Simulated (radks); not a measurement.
Question: Os44+, configuration [Ar] 3d10 4s2 4p2. Calculated with a radial shooting solver on a logarithmic mesh with Libxc functionals: Dirac Kohn-Sham, LDA (Slater exchange, Perdew-Wang correlation), spin-unpolarised, spherical densities, finite nucleus; open shells fill j = l - 1/2 first; Fermi nuclear charge, rms radius 5.4126 fm. Some entries of the table are withheld. Estimate them.

| orbital | occ. | eigenvalue (eV) | r(max) (bohr) | <r^2> (bohr^2) |
|---|---|---|---|---|
| 1s1/2 | 2 | -75850.67 | 0.01104 | 0.0004341 |
| 2s1/2 | 2 | -14975.61 | 0.06361 | 0.006573 |
| 2p1/2 | 2 | (1) | 0.04707 | 0.004671 |
| 2p3/2 | 4 | (2) | 0.05411 | 0.005857 |
| 3s1/2 | 2 | -5038.000 | 0.1777 | 0.04157 |
| 3p1/2 | 2 | -4804.539 | 0.1659 | 0.03785 |
| 3p3/2 | 4 | -4457.043 | 0.1799 | 0.04378 |
| 3d3/2 | 4 | -4072.660 | 0.1399 | 0.03340 |
| 3d5/2 | 6 | -3996.265 | 0.1438 | 0.03500 |
| 4s1/2 | 2 | -2416.126 | (3) | 0.1632 |
| 4p1/2 | 2 | -2315.746 | 0.3716 | 0.1607 |
| 4p3/2 | 0 | -2200.501 | 0.3935 | 0.1781 |
| 4d3/2 | 0 | -2041.267 | 0.3750 | 0.1677 |
| 4d5/2 | 0 | -2016.038 | 0.3810 | 0.1725 |
| 5s1/2 | 0 | -1415.696 | 0.6639 | 0.4582 |
| 5p1/2 | 0 | -1367.028 | 0.6663 | (4) |
| 5p3/2 | 0 | -1314.435 | 0.6955 | (5) |

Answer: 
(1) 2p1/2 eigenvalue (eV): -14444.49
(2) 2p3/2 eigenvalue (eV): -12910.38
(3) 4s1/2 r(max) (bohr): 0.3769
(4) 5p1/2 <r^2> (bohr^2): 0.4623
(5) 5p3/2 <r^2> (bohr^2): 0.5003
